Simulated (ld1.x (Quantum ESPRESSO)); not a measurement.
**In (Z = 49): one change to an RRKJ potential, before and after**

- Element: indium
- Generator: ld1.x (Quantum ESPRESSO) 7.5
- Type: norm-conserving RRKJ (Kleinman–Bylander form)
- Functional: PBEsol
- Relativity: scalar-relativistic
- Frozen core: [Kr]
- Valence charge: 13
- Reference configuration: 4d10 5s2 5p1
- Partial waves: 5s (bound): rc 2.40 bohr; 5p (bound): rc 2.75 bohr; 4d (bound): rc 1.30 bohr
- Local potential: all-electron potential smoothed inside 2.45 bohr (lloc = -1)
- Core correction: none
- rho0: 0.001

All-electron outer shells of the reference configuration (PBEsol, scalar-relativistic, ld1.x):

```json
{"shell": "4s", "level (eV)": "-119.51", "outermost node (bohr)": "0.41", "outermost maximum (bohr)": "0.77"}
{"shell": "4p", "level (eV)": "-78.02", "outermost node (bohr)": "0.42", "outermost maximum (bohr)": "0.82"}
{"shell": "4d", "level (eV)": "-18.59", "outermost node (bohr)": "0.40", "outermost maximum (bohr)": "0.94"}
{"shell": "5s", "level (eV)": "-8.25", "outermost node (bohr)": "1.02", "outermost maximum (bohr)": "2.16"}
{"shell": "5p", "level (eV)": "-2.52", "outermost node (bohr)": "1.14", "outermost maximum (bohr)": "2.85"}
```

Change: local potential the s channel.

Cutoffs: the cutoffs (Ry, on a coarse ladder) from which the occupation-weighted sum of valence levels, in a spherical-Bessel basis at the reference potential, stays within 10 and 1 mRy of its value at 400 Ry; they do not see the model core or the augmentation charge, which bear on the density cutoff. Errors are all-electron minus pseudo energies relative to the spin-unpolarised reference configuration.

Problem. Predict the effect on cutoff, ghosts and configuration errors.

Solution. The potential gets neither clearly harder nor softer (80 Ry and 90 Ry → 80 Ry and 90 Ry); the d channel sets the loose cutoff, while the largest relative change is in s, which becomes softer; of the 7 tests that both files solve, the error grows in 3 and shrinks in 2 by more than 15 % and 0.3 meV (median size 2.5 → 4.7 meV); neither file shows a bound ghost.

| quantity | base | changed |
| --- | --- | --- |
| cutoff, loose | 80 Ry | 80 Ry |
| cutoff, tight | 90 Ry | 90 Ry |
| loose cutoff by channel (10 mRy a level) | s 10 Ry, p 8 Ry, d 70 Ry | p 8 Ry, d 70 Ry, s 8 Ry |
| bound ghosts | none | none |
| error for 4d10 5s2 5p0, meV [ΔE 5.36 eV] | -1.9 | -2.1 |
| error for 4d10 5s1 5p0, meV [ΔE 24.64 eV] | -1.1 | -0.1 |
| error for 4d10 5s0 5p0, meV [ΔE 52.90 eV] | +17 | +8.8 |
| error for 4d9 5s2 5p1, meV [ΔE 25.09 eV] | -180 | -216 |
| error for 4d10 5s1 5p2, meV [ΔE 5.88 eV] | -2.5 | -4.7 |
| error for 4d10 5s0 5p3, meV [ΔE 12.01 eV] | -9.2 | -20 |
| error for 4d10 5s2 5p1.3, meV [ΔE -0.53 eV] | +0.1 | 0.0 |
| s: phases at 3.01 bohr within 0.05 rad from the reference energy up to (Ry; the scan ends near 5) | 1.6 | 1.7 |
| p: phases at 3.01 bohr within 0.05 rad from the reference energy up to (Ry; the scan ends near 5) | 2.4 | 2.9 |
| d: phases at 3.01 bohr within 0.05 rad from the reference energy up to (Ry; the scan ends near 5) | 0.5 | 0.4 |
